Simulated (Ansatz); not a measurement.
Consider the ligand exchange at the Si–F bond: `F[SiH2]O[SiH2]F` + HCl → `F[SiH2]O[SiH2]Cl` + H–F.

Computed with Ansatz on PBE0-D4/def2-TZVP structures; ΔE is electronic, products minus reactants. CCSD(T)/CBS adds triple-zeta CCSD(T) − MP2 to the extrapolated MP2 energy (def2 sets, frozen cores). This one scheme is used for every species. DFT in def2-TZVPP. Each species was taken in one conformer, which may not be the lowest.

CCSD(T)/CBS gives +10.3 kcal/mol.

Problem. Another level gave +12.2 kcal/mol. Which?
A. PBE/def2-TZVPP
B. CAM-B3LYP/def2-TZVPP
C. LC-ωPBE/def2-TZVPP
D. RPA@PBE/def2-TZVPP

Solution. D. RPA@PBE/def2-TZVPP 12.2, LC-ωPBE 11.0, PBE 9.7, CAM-B3LYP 13.5 kcal/mol.

Largest T1 diagnostic among the species: 0.012.

Leaving LDA and LC-ωPBE aside and taking each functional with its dispersion term where it has one, the values, not all of them listed here, spread over 4.6 kcal/mol, from revPBE-D4 to CAM-B3LYP-D4. The D4 term adds −1.6 kcal/mol with B3LYP and −0.9 kcal/mol with PBE0; it sums over pairs of atoms, weighted by their polarisabilities, and B3LYP, whose exchange is more repulsive, gets the larger term. In def2-TZVPP, CCSD(T) changes the Hartree–Fock value by −2.8 kcal/mol (the triples alone add −0.6 kcal/mol) and MP2 by −4.0 kcal/mol.

B3LYP here is the variant with VWN-RPA as its local correlation; programs differ in this.
